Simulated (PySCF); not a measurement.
Job for PySCF: R-M06-2X/def2-TZVPP on BH5OSi (SMILES BO[SiH3]), a point of a torsion scan.

```python
from pyscf import gto, dft

mol = gto.M(
    atom='''
    B     1.57568889   -0.28898607    0.31027561
    O     0.29657512   -0.08284445    0.12932749
    Si   -1.25948775    0.16386552   -0.19243771
    H     2.09875935   -1.21401524   -0.20552197
    H     2.19319591    0.44980606    0.99318860
    H    -1.79439006   -0.99127770   -0.91968666
    H    -1.91750525    0.32009263    1.10430213
    H    -1.29869134    1.37595048   -1.00834979
    ''',
    basis='def2-tzvpp',
    charge=0, spin=0, verbose=4, max_memory=1800)
mf = dft.RKS(mol, xc='m062x').density_fit(auxbasis='def2-universal-jkfit')
mf.grids.level = 4
mf.conv_tol = 1e-9
mf.max_cycle = 150
mf.kernel()
mf.dip_moment()
```

It printed:

```
PySCF version 2.14.0

[INPUT] verbose = 4
[INPUT] num. atoms = 8
[INPUT] num. electrons = 32
[INPUT] charge = 0
[INPUT] spin (= nelec alpha-beta = 2S) = 0
[INPUT] symmetry False subgroup None
[INPUT] Mole.unit = angstrom
[INPUT] Symbol           X                Y                Z      unit          X                Y                Z       unit  Magmom
[INPUT]  1 B      1.575688890000  -0.288986070000   0.310275610000 AA    2.977620459620  -0.546104526114   0.586335926032 Bohr   0.0
[INPUT]  2 O      0.296575120000  -0.082844450000   0.129327490000 AA    0.560445752160  -0.156553321440   0.244393536477 Bohr   0.0
[INPUT]  3 Si    -1.259487750000   0.163865520000  -0.192437710000 AA   -2.380086904745   0.309660954059  -0.363654567938 Bohr   0.0
[INPUT]  4 H      2.098759350000  -1.214015240000  -0.205521970000 AA    3.966080372870  -2.294156314648  -0.388380235881 Bohr   0.0
[INPUT]  5 H      2.193195910000   0.449806060000   0.993188600000 AA    4.144539607416   0.850010262570   1.876854444040 Bohr   0.0
[INPUT]  6 H     -1.794390060000  -0.991277700000  -0.919686660000 AA   -3.390905774042  -1.873243366389  -1.737955907816 Bohr   0.0
[INPUT]  7 H     -1.917505250000   0.320092630000   1.104302130000 AA   -3.623559764916   0.604887405192   2.086828584474 Bohr   0.0
[INPUT]  8 H     -1.298691340000   1.375950480000  -1.008349790000 AA   -2.454170952944   2.600169568164  -1.905504940863 Bohr   0.0

nuclear repulsion = 102.406965320498
number of shells = 66
number of NR pGTOs = 235
number of NR cGTOs = 174
basis = def2-tzvpp
ecp = {}


******** <class 'pyscf.df.df_jk.DFRKS'> ********
method = DFRKS
initial guess = minao
damping factor = 0
level_shift factor = 0
DIIS = <class 'pyscf.scf.diis.CDIIS'>
diis_start_cycle = 1
diis_space = 8
diis_damp = 0
SCF conv_tol = 1e-09
SCF conv_tol_grad = None
SCF max_cycles = 150
direct_scf = False
XC library pyscf.dft.libxc version 7.1.2
    S. Lehtola, C. Steigemann, M. J. T. Oliveira, and M. A. L. Marques,  SoftwareX 7, 1–5 (2018)
XC functionals = m062x
    Y. Zhao and D. G. Truhlar,  Theor. Chem. Acc. 120, 215 (2008)
    Y. Zhao and D. G. Truhlar,  Theor. Chem. Acc. 120, 215 (2008)
radial grids:
    Treutler-Ahlrichs [JCP 102, 346 (1995); DOI:10.1063/1.469408] (M4) radial grids

becke partition: Becke, JCP 88, 2547 (1988); DOI:10.1063/1.454033
pruning grids: <function nwchem_prune>
grids dens level: 4
symmetrized grids: False
atomic radii adjust function: <function treutler_atomic_radii_adjust>
small_rho_cutoff = 0
Set gradient conv threshold to 3.16228e-05
Initial guess from minao.
tot grids = 163824
******** <class 'pyscf.df.df.DF'> ********
auxbasis = def2-universal-jkfit
init E= -392.753658063388
  HOMO = -0.336633827812917  LUMO = -0.0619247002155703  gap/eV = 7.47522
cycle= 1 E= -392.549109791848  delta_E= 0.205  |g|= 0.603  |ddm|= 2.01
  HOMO = -0.267879044497803  LUMO = 0.0330208092659  gap/eV = 8.18790
cycle= 2 E= -392.516746671844  delta_E= 0.0324  |g|= 0.765  |ddm|= 0.636
  HOMO = -0.342963246084359  LUMO = 0.0132402675112109  gap/eV = 9.69279
cycle= 3 E= -392.613619984572  delta_E= -0.0969  |g|= 0.0399  |ddm|= 0.367
  HOMO = -0.342139301216505  LUMO = 0.0136535789195056  gap/eV = 9.68162
cycle= 4 E= -392.613971936003  delta_E= -0.000352  |g|= 0.014  |ddm|= 0.0564
  HOMO = -0.342394114644314  LUMO = 0.0143294162340047  gap/eV = 9.70694
cycle= 5 E= -392.614009885236  delta_E= -3.79e-05  |g|= 0.00142  |ddm|= 0.0137
  HOMO = -0.342560023875421  LUMO = 0.0140879298717971  gap/eV = 9.70489
cycle= 6 E= -392.6140105329  delta_E= -6.48e-07  |g|= 0.000468  |ddm|= 0.00257
  HOMO = -0.342476834001964  LUMO = 0.0141910217656835  gap/eV = 9.70543
cycle= 7 E= -392.614010591682  delta_E= -5.88e-08  |g|= 7.21e-05  |ddm|= 0.000425
  HOMO = -0.342487443740815  LUMO = 0.0141846078341102  gap/eV = 9.70554
cycle= 8 E= -392.614010593888  delta_E= -2.21e-09  |g|= 1.66e-05  |ddm|= 0.000117
  HOMO = -0.342488594063042  LUMO = 0.0141858250236051  gap/eV = 9.70561
cycle= 9 E= -392.614010593991  delta_E= -1.02e-10  |g|= 3.48e-06  |ddm|= 2.69e-05
  HOMO = -0.342488520789466  LUMO = 0.0141861862260638  gap/eV = 9.70561
Extra cycle  E= -392.614010593996  delta_E= -5.06e-12  |g|= 2.29e-06  |ddm|= 6.41e-06
converged SCF energy = -392.614010593996
Dipole moment(X, Y, Z, Debye): -0.97491,  0.15458, -0.21126
```

The run converged.

Cost: roughly 23 core-seconds.
